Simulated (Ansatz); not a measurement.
Consider the cleavage of the Si–Si bond: `Cl[SiH2][SiH]1CO1` + HI → `I[SiH]1CO1` + `[SiH3]Cl`.

Isolated molecules relaxed with PBE0-D4/def2-TZVP in Ansatz; ΔE leaves out vibrations. CBS: MP2 limit from def2 TZ/QZ plus the TZ coupled-cluster correction, frozen cores. This one scheme is used for every species. DFT in def2-TZVPP. Elements past krypton have def2 core potentials. For I outer-core shells are correlated without core-valence functions, which leaves a few kJ/mol of doubt a bond. Each species was taken in one conformer, which may not be the lowest.

| species | r2SCAN energy (Eh) |
| --- | --- |
| `Cl[SiH2][SiH]1CO1` | -1155.48915 |
| HI | -298.42083 |
| `I[SiH]1CO1` | -702.44671 |
| `[SiH3]Cl` | -751.49714 |

Task: Work out ΔE.

Result: ΔE = (-702.44671) + (-751.49714) − (-1155.48915) − (-298.42083) = -0.03387 Eh = -21.3 kcal/mol. CCSD(T)/CBS gives -22.4 kcal/mol.

Largest T1 diagnostic among the species: 0.014.

From PBE to PBE0 (25 % exact exchange), in def2-TZVPP and without D4, ΔE moves by −1.4 kcal/mol.
